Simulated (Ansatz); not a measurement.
Abridged output of a molecular run in Ansatz:

```
Functional definition: HF
1156 factors; integrals over basis functions are off by at most 1.5e-3 eV
mean field evaluation 1: about -56611.4483 eV, gradient 3.0e1 eV
mean field evaluation 2: about -56611.5672 eV, gradient 3.0e1 eV
mean field evaluation 4: about -56614.9005 eV, gradient 4.7e0 eV
mean field evaluation 8: about -56614.9914 eV, gradient 2.6e-1 eV
mean field evaluation 16: about -56614.7903 eV, gradient 4.7e0 eV
mean field evaluation 32: about -56608.9981 eV, gradient 1.4e-1 eV
mean field -56614.99188451 eV, -2080.5625767359 hartree, gradient 4.5e-6 eV, S^2 0.000000; 0 other end points of the search recorded, 0 dependent functions left out
13 core orbitals not correlated: weight in the atoms' cores, before any rotation towards them, 1.000 or more for the frozen orbitals, at most 0.000 for the correlated occupied ones
reference -56614.99188451 eV, -2080.5625767359 hartree; 17, 17 occupied and 83, 83 virtual orbitals, 1156 factors
second order -20.01164393 eV of doubles, -0.00000000 eV of singles
cycle   1  -19.77487622 eV  change    2.4e-1 eV  update   1.4e-1
cycle   2  -20.49862158 eV  change   -7.2e-1 eV  update   4.6e-2
cycle   3  -20.66882485 eV  change   -1.7e-1 eV  update   2.5e-2
cycle   4  -20.65801751 eV  change    1.1e-2 eV  update   7.4e-3
cycle   5  -20.65702773 eV  change    9.9e-4 eV  update   4.8e-3
cycle   6  -20.65779305 eV  change   -7.7e-4 eV  update   1.9e-3
cycle   7  -20.65687182 eV  change    9.2e-4 eV  update   1.0e-3
cycle   8  -20.65683447 eV  change    3.7e-5 eV  update   3.6e-4
cycle   9  -20.65697200 eV  change   -1.4e-4 eV  update   1.4e-4
cycle  10  -20.65692807 eV  change    4.4e-5 eV  update   6.2e-5
cycle  11  -20.65692797 eV  change    1.0e-7 eV  update   3.4e-5
perturbative correction -0.91554633 eV, -0.0336457069 hartree
Total energy: -56636.56435881 eV, -2081.3553505439 hartree
```

Its atoms:

Cartesian coordinates in Å:
```
C 0.014 -1.416 1.139
N -0.051 -1.033 -0.253
C 0.428 -0.014 -0.723
B 0.863 1.220 -1.317
Ga -0.870 2.001 -0.965
H 0.411 -0.615 1.773
H 0.648 -2.300 1.232
H -0.985 -1.696 1.480
H 1.889 1.558 -1.803
H -2.347 2.296 -0.563
```

(1) Which basis set was used?
A. def2-TZVPPD
B. def2-SVP
C. def2-SVPD
D. cc-pV(Q+d)Z

(2) Write the keys of the input that set method, charge and spin (a neutral closed shell needs none for the last two).

Results:

(1) B. It gives 113 functions.

(2) 
```yaml
correlation: {method: ccsd_t}
```
